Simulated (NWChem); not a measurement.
System: CH$_{6}$OSn; SMILES [CH3][SnH2][OH]

```xyz
9

Sn     0.2946    -0.0341     0.0028
C     -0.8812     1.7632     0.0121
O     -0.9131    -1.6224     0.0620
H      1.2181    -0.2207     1.4306
H      1.2683    -0.1395    -1.4139
H     -1.4907     1.8283    -0.9002
H     -0.2210     2.6415     0.0608
H     -1.5445     1.7650     0.8883
H     -1.3700    -1.7671    -0.7735
```
Atoms are numbered in this order, from 1.

Results from NWChem. The geometry was optimised at PBE0/def2-SVP. def2 effective core potentials on Sn; no spin-orbit coupling. Level r2SCAN/def2-SVP: energy and gradient on several grids; changes count from the extra-fine grid, which is no exact limit either.

```tsv
grid	size of the energy change (μHa)	largest change of a gradient component (μHa/bohr)	time, medium = 1 (rough)
xcoarse	800	6000	about 1
coarse	400	3000	about 1
medium	40	100	about 1
fine	< 10	40	about 1
xfine	< 10	< 30	3
```
